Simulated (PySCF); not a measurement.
**Dipole response of Cr⁺ (chromium, charge +1)**

[Ar] 3d5, high-spin 6S determinant. Computed with PySCF 2.14 in aug-cc-pwCVTZ, with no relativity, point nucleus. Coupled (time-dependent) response in atomic units; α is the mean over directions.

| method | mean α (bohr³) | C₆ (like pair) | S(−4) |
| --- | --- | --- | --- |
| UHF | 8.931 | 32.34 | 75.36 |
| PBE | 13.90 | 51.85 | 270.2 |

S(−4) is the Cauchy moment in α(ω) = α(0) + S(−4) ω² + …

α(iu) at UHF:

| u (hartree) | α(iu) (bohr³) |
| --- | --- |
| 0 | 8.931 |
| 0.0500 | 8.749 |
| 0.100 | 8.271 |
| 0.200 | 6.996 |
| 0.300 | 5.873 |
| 0.500 | 4.392 |
| 0.750 | 3.306 |
| 1.00 | 2.611 |
| 1.50 | 1.770 |
| 2.00 | 1.285 |
| 3.00 | 0.7654 |
| 5.00 | 0.3608 |

A single London oscillator, α(iu) = α/(1 + u²/ω²), gives C₆ = (3/4) ω α². Matching the computed C₆ needs ω = 4 × 32.34 / (3 × 8.931²) = 0.541 hartree.

For an ion, C₆ is the dispersion term alone; charge-induced terms of lower order in 1/R come first.
